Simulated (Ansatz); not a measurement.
C2H5NSi, SMILES `C1=N[SiH2]C1`. The species carries charge 0 and has multiplicity 1. All single points use the PBE0-D4/def2-TZVP geometry.

```xyz
9

C     0.173   -1.144   -0.261
N     0.232   -1.102    1.019
Si   -0.059    0.656    0.941
C    -0.080    0.213   -0.894
H     0.294   -2.077   -0.827
H     1.058    1.500    1.442
H    -1.330    1.110    1.563
H     0.732    0.564   -1.535
H    -1.020    0.280   -1.447
```

(1) What is the dipole moment at B3LYP/def2-TZVPP? (Estimate.)

(2) And with PBE, r2SCAN, ωB97M-V? (Estimate.)

(3) Give the Mulliken charges with B3LYP, r2SCAN, ωB97M-V in def2-TZVPP. (Best estimate.)

Results:

(1) Ansatz gave: 2.34 D, with components (-0.31, 1.29, -1.93) D in this frame, pointing from negative to positive charge.

(2) Computed: PBE 2.28 D, r2SCAN 2.34 D, ωB97M-V 2.34 D.

(3) Computed: 
```json
{"atom": "C1", "B3LYP": "0.06", "r2SCAN": "0.16", "ωB97M-V": "0.08"}
{"atom": "N2", "B3LYP": "-0.33", "r2SCAN": "-0.39", "ωB97M-V": "-0.34"}
{"atom": "Si3", "B3LYP": "0.46", "r2SCAN": "0.48", "ωB97M-V": "0.38"}
{"atom": "C4", "B3LYP": "-0.31", "r2SCAN": "-0.27", "ωB97M-V": "-0.38"}
{"atom": "H5", "B3LYP": "0.10", "r2SCAN": "0.05", "ωB97M-V": "0.10"}
{"atom": "H6", "B3LYP": "-0.08", "r2SCAN": "-0.09", "ωB97M-V": "-0.04"}
{"atom": "H7", "B3LYP": "-0.08", "r2SCAN": "-0.09", "ωB97M-V": "-0.04"}
{"atom": "H8", "B3LYP": "0.10", "r2SCAN": "0.07", "ωB97M-V": "0.12"}
{"atom": "H9", "B3LYP": "0.10", "r2SCAN": "0.07", "ωB97M-V": "0.12"}
```

B3LYP here is the variant with VWN-RPA as its local correlation; programs differ in this.
